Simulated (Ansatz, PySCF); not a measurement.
Spin states of Cl2Zr (SMILES [Cl][Zr][Cl]), each relaxed with B3LYP-D3(BJ)/def2-TZVP.
State 1 (charge 0, multiplicity 3):
```xyz
3

Zr     0.44208     0.03388    -0.08020
Cl    -0.49684     1.63820    -1.54606
Cl     0.02158    -1.62461     1.55595
```
State 2 (charge 0, multiplicity 1):
```xyz
3

Zr     0.63981     0.04167    -0.10489
Cl    -0.57594     1.51181    -1.41729
Cl    -0.09704    -1.50600     1.45185
```

Singlets are restricted, other states unrestricted; no spin–orbit coupling, no relativity up to Kr; see below for the cores. The largest T1 diagnostic is 0.021.

Correlated levels freeze the inner cores; with def2 sets outer-core shells near the valence are correlated too. CBS: X⁻³ extrapolation of the correlation energy, Hartree–Fock from the larger set.

Programs: Ansatz (a program for electronic structure); PySCF for the dispersion terms. Values without a source in brackets are computed. In def2 rows elements past Kr take small-core potentials, without spin–orbit coupling.

Q: What is the computed energy of the multiplicity-1 state less that of the multiplicity-3 state (r2SCANh/def2-TZVPP)?

A: 22.1 kcal/mol

Q: What energy of the multiplicity-1 state less that of the multiplicity-3 state does BLYP-D3(BJ)/def2-TZVPP give?

A: 9.7 kcal/mol

Q: What is the computed energy of the multiplicity-1 state less that of the multiplicity-3 state (CCSD(T)/CBS(def2-TZVPP, def2-QZVPP))?

A: 6.9 kcal/mol

Doubts at one or more of the structures used: a restricted determinant that unrestricted orbitals would lower (CCSD(T)/CBS(def2-TZVPP, def2-QZVPP)).
